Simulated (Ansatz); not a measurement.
`N[Si]Br` + H₂S → `S[Si]Br` + NH₃ at 700 K and 1 bar (ligand exchange at the Si–N bond).

Isolated molecules relaxed with PBE0-D4/def2-TZVP in Ansatz; ΔE leaves out vibrations. CCSD(T)/CBS is the MP2 limit (def2-TZVPP, def2-QZVPP) plus CCSD(T) − MP2 in def2-TZVPP, frozen cores. This one scheme is used for every species. For Br outer-core shells are correlated without core-valence functions, which leaves a few kJ/mol of doubt a bond. Scalar relativity is left out up to krypton. One conformer a species, not always the lowest.

```
  species  CCSD(T)/CBS energy (Eh)  H − E (kJ/mol)  S (J/(mol·K))
`N[Si]Br`              -2918.35423           115.9          356.2
      H₂S               -398.97279            64.8          236.9
`S[Si]Br`              -3260.81547            70.9          363.0
      NH₃                -56.50880           116.9          226.5
```

H − E and S are ideal-gas, rigid-rotor, harmonic terms from PBE0-D4/def2-TZVP, for one conformer and one mirror image of each species. 1 Eh = 2625.50 kJ/mol, R = 8.31446 J/(mol·K).

Task: By hand: ΔE, ΔH, ΔS and ΔG.

Result: ΔE = (-3260.81547) + (-56.50880) − (-2918.35423) − (-398.97279) = 0.00275 Eh = 7.2 kJ/mol. Δ(H − E) = 70.9 + 116.9 − 115.9 − 64.8 = 7.1, so ΔH = 14.3 kJ/mol. ΔS = 363.0 + 226.5 − 356.2 − 236.9 = -3.6 J/(mol·K). ΔG = 14.3 − 700 × (-3.6)/1000 = 16.8 kJ/mol.

Task: By hand: the equilibrium constant, and the temperature at which ΔG would vanish if ΔH and ΔS stayed fixed.

Result: log₁₀ K = −ΔG/(RT ln 10) = -1.3. ΔH and −TΔS have one sign here, so there is no such temperature. One of them is within its doubt of zero, so this could turn.

The number of gas molecules stays the same, so ΔS is small and ΔH decides. A doubt of 5 kJ/mol in ΔE shifts log₁₀ K by 0.4 here. Other conformers and mirror images would add mixing entropy, several J/(mol·K) or more a flexible species. These are equilibria of isolated gas molecules and say nothing of rates. Largest T1 diagnostic: 0.012 (customary marks: 0.02 for closed shells, 0.045 for open ones).
